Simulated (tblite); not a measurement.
Species: C7H19NSi.
SMILES with atom numbers: `[CH3:1][CH:2]([CH3:3])[C@H:4]([CH3:5])[SiH2:6][N:7]([CH3:8])[CH3:9]` (hydrogens: H10, H11, H12 on C1; H13 on C2; H14, H15, H16 on C3; H17 on C4; H18, H19, H20 on C5; H21, H22 on Si6; H23, H24, H25 on C8; H26, H27, H28 on C9)

Structure used (GFN2-xTB), in Å, numbered top down from 1:
```xyz
28
C7H19NSi angstrom
C     -1.9344   -1.0213    0.8978
C     -1.3007    0.2959    0.4599
C     -2.3456    1.4130    0.4922
C     -0.6149    0.1967   -0.9148
C     -1.5088   -0.4067   -1.9945
Si     1.0366   -0.7563   -0.8651
N      2.0087   -0.1250    0.4071
C      3.1243   -0.8851    0.9082
C      2.2049    1.2918    0.5943
H     -1.2132   -1.8315    0.8324
H     -2.7925   -1.2652    0.2762
H     -2.2747   -0.9473    1.9290
H     -0.5266    0.5497    1.1927
H     -1.8995    2.3692    0.2241
H     -2.7692    1.5041    1.4906
H     -3.1585    1.2083   -0.2008
H     -0.3995    1.2248   -1.2304
H     -2.4681    0.1042   -2.0527
H     -1.0258   -0.3207   -2.9652
H     -1.6895   -1.4618   -1.8090
H      0.8647   -2.1741   -0.5321
H      1.6344   -0.6786   -2.2156
H      3.2868   -0.6500    1.9639
H      2.9174   -1.9467    0.8115
H      4.0489   -0.6605    0.3621
H      3.0972    1.6501    0.0659
H      1.3431    1.8407    0.2276
H      2.3335    1.5097    1.6589
```

Calculated harmonic vibrations of the isolated species, GFN2-xTB (tblite), most abundant isotopes, no scaling. Errors from tens to a few hundred cm⁻¹ against measured bands are possible. Modes of hydrogen on silicon can be 10 to 20 % off. One conformer, not necessarily the lowest.

Harmonic wavenumbers (cm⁻¹): 38.1, 58.8, 74.5, 114.6, 160.6, 200.4, 203.5, 211.0, 221.4, 251.5, 267.1, 277.6, 288.0, 305.2, 356.3, 398.9, 416.0, 489.9, 560.2, 611.5, 684.4, 708.1, 780.3, 813.7, 856.7, 942.5, 962.7, 986.2, 1005.4, 1039.1, 1048.9, 1056.0, 1077.0, 1089.4, 1128.7, 1134.7, 1168.8, 1204.7, 1210.1, 1253.2, 1301.4, 1305.6, 1339.9, 1352.3, 1405.6, 1416.2, 1417.4, 1423.3, 1428.0, 1481.9, 1490.7, 1495.7, 1500.7, 1502.2, 1506.5, 1511.6, 1512.6, 1520.4, 1526.7, 2124.2, 2235.1, 2888.7, 2889.9, 2902.9, 2928.1, 2943.8, 2950.0, 3012.9, 3017.1, 3021.6, 3024.8, 3029.4, 3034.4, 3039.8, 3045.0, 3045.8, 3047.0, 3051.4.

A = 1944, B = 803.0, C = 725.3 MHz; mass 145.129 u (most abundant isotopes); point group C1, symmetry number 1.

Problem. What is the zero-point energy?

Solution. ½Σν̃ = 54163 cm⁻¹ = 154.86 kcal/mol.

Problem. Entropy at 500 K, 1 bar (ideal gas, RRHO, classical rotation)?

Solution. Translation 43.42, rotation 31.57, vibration 71.51: S = 146.5 cal/(mol K).

Problem. And Cp and H(500 K) − H(0)?

Solution. Cp = 77.25 cal/(mol K), of which vibrations give 69.30 (their classical limit is 78 R = 155.0); H(500 K) − H(0) = 22.16 kcal/mol without the zero-point energy, 18.18 from vibrations.

Problem. Blend soft modes into free rotors: weight 1/[1 + (100 cm⁻¹/ν̃)⁴] for the oscillator and the rest for a rotor with moment μB/(μ + B), μ = h/(8π²ν), B = 10⁻⁴⁴ kg m². What vibrational entropy results?

Solution. 66.46 cal/(mol K) in place of 71.51, which changes −T·S at 500 K by +2.53 kcal/mol.

Problem. How do the functions run with temperature in this model?

Solution. 
```json
{"T (K)": "150", "S (cal/(mol K))": "85.8", "Cp (cal/(mol K))": "32.1", "H − H(0) (kcal/mol)": "2.94", "G − H(0) (kcal/mol)": "-9.93", "ln q(vib)": "4.39"}
{"T (K)": "250", "S (cal/(mol K))": "105.2", "Cp (cal/(mol K))": "44.9", "H − H(0) (kcal/mol)": "6.80", "G − H(0) (kcal/mol)": "-19.51", "ln q(vib)": "8.30"}
{"T (K)": "298.15", "S (cal/(mol K))": "113.7", "Cp (cal/(mol K))": "51.3", "H − H(0) (kcal/mol)": "9.11", "G − H(0) (kcal/mol)": "-24.78", "ln q(vib)": "10.15"}
{"T (K)": "400", "S (cal/(mol K))": "130.7", "Cp (cal/(mol K))": "64.9", "H − H(0) (kcal/mol)": "15.03", "G − H(0) (kcal/mol)": "-37.23", "ln q(vib)": "13.99"}
{"T (K)": "600", "S (cal/(mol K))": "161.6", "Cp (cal/(mol K))": "87.9", "H − H(0) (kcal/mol)": "30.43", "G − H(0) (kcal/mol)": "-66.51", "ln q(vib)": "21.31"}
{"T (K)": "900", "S (cal/(mol K))": "202.1", "Cp (cal/(mol K))": "111.8", "H − H(0) (kcal/mol)": "60.65", "G − H(0) (kcal/mol)": "-121.22", "ln q(vib)": "31.69"}
```

q(vib) and H(0) count from the zero-point level.

Problem. Which modes carry the vibrational entropy at 500 K?

Solution. 38.1 cm⁻¹: 6.38; 58.8 cm⁻¹: 5.52; 74.5 cm⁻¹: 5.05; 114.6 cm⁻¹: 4.20; 160.6 cm⁻¹: 3.54; 200.4 cm⁻¹: 3.11 cal/(mol K); the other 72 give 43.71 together.

Hindered rotation and anharmonicity are outside this model. Other conformers, if any are populated, would add a mixing term that is left out. The structure is chiral; the term R ln 2 for an equal mix with its mirror image is left out.
